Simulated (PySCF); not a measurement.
# Correlation energy of S+ (sulfur, charge +1)

[Ne] 3s2 3p3, high-spin 4S determinant. All numbers are calculated (PySCF 2.14, no relativity, point nucleus, in aug-cc-pwCVTZ (8s7p5d3f, 75 functions)). Frozen: [Ne]; 5 electrons correlated.

```
  level  correlation energy (mhartree)
   CCSD                        -111.63
    (T)                          -3.83
CCSD(T)                        -115.46
```

Diagnostics: T1 = 0.0039, D1 = 0.0098, largest double amplitude 0.047.

Cost of the coupled-cluster step: about 8 core-seconds, for 5 correlated electrons.

Iterations:

```
CC2 = 0
CCSD nocc = (np.int64(4), np.int64(1)), nmo = (70, 70)
frozen orbitals [[0, 1, 2, 3, 4], [0, 1, 2, 3, 4]]
max_cycle = 100
direct = 0
conv_tol = 1e-08
conv_tol_normt = 1e-06
diis_space = 8
diis_start_cycle = 0
Init t2, MP2 energy = -0.0926621973121446
Init E_corr(UCCSD) = -0.092662197376361
cycle = 1  E_corr(UCCSD) = -0.107281202768388  dE = -0.0146190054  norm(t1,t2) = 0.040363
cycle = 2  E_corr(UCCSD) = -0.110369923111909  dE = -0.00308872034  norm(t1,t2) = 0.0117947
cycle = 3  E_corr(UCCSD) = -0.111648965405391  dE = -0.00127904229  norm(t1,t2) = 0.00431335
cycle = 4  E_corr(UCCSD) = -0.111627878569314  dE = 2.10868361e-05  norm(t1,t2) = 0.000594968
cycle = 5  E_corr(UCCSD) = -0.111627144207759  dE = 7.34361555e-07  norm(t1,t2) = 5.72293e-05
cycle = 6  E_corr(UCCSD) = -0.111626787336359  dE = 3.56871401e-07  norm(t1,t2) = 9.19683e-06
cycle = 7  E_corr(UCCSD) = -0.11162693570614  dE = -1.48369781e-07  norm(t1,t2) = 2.20595e-06
cycle = 8  E_corr(UCCSD) = -0.11162691648164  dE = 1.92245e-08  norm(t1,t2) = 5.23955e-07
cycle = 9  E_corr(UCCSD) = -0.111626911906198  dE = 4.57544183e-09  norm(t1,t2) = 9.94063e-08
UCCSD converged
E(UCCSD) = -397.2821765760035  E_corr = -0.1116269119061977
UCCSD(T) correction = -0.00382770882210635
```
